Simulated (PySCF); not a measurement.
# How methods differ on the excitation energy of Sr

Sr [Kr] 5s2 (1S) → Sr [Kr] 5p2 (3P), as a difference of total energies. Calculation: PySCF 2.14, in ANO-RCC-VTZP; the spin-free X2C one-electron Hamiltonian (Gaussian nucleus). Correlated levels: valence: [Kr] frozen; valence and next inner shell: [Ar] 3d10 frozen. The calculations carry no spin-orbit coupling.

```json
{"method": "UHF", "excitation energy (cm⁻¹)": "31322"}
{"method": "LDA", "excitation energy (cm⁻¹)": "35956"}
{"method": "PBE", "excitation energy (cm⁻¹)": "33416"}
{"method": "PBE0", "excitation energy (cm⁻¹)": "33678"}
{"method": "wB97M-V", "excitation energy (cm⁻¹)": "38972"}
{"method": "B2PLYP", "excitation energy (cm⁻¹)": "36215"}
{"method": "B3LYP", "excitation energy (cm⁻¹)": "36120"}
{"method": "MP2 (valence)", "excitation energy (cm⁻¹)": "34448"}
{"method": "SCS-MP2 (valence)", "excitation energy (cm⁻¹)": "35549"}
{"method": "MP2 (valence and next inner shell)", "excitation energy (cm⁻¹)": "37568"}
{"method": "SCS-MP2 (valence and next inner shell)", "excitation energy (cm⁻¹)": "37939"}
```

Problem. Estimate what r2SCAN0 gives.

Solution. 32751 cm⁻¹, closest to PBE among the rows shown.

Problem. Estimate what r2SCAN gives.

Solution. 31271 cm⁻¹, closest to UHF among the rows shown.

Errors of the correlated levels include the incompleteness of this basis and the frozen core.

The basis was made for the ground configuration and has no added diffuse functions, so the excitation energy can come out too high.

For comparison: 35530 cm⁻¹ (measured; NIST levels, between the centres of gravity of the two terms).
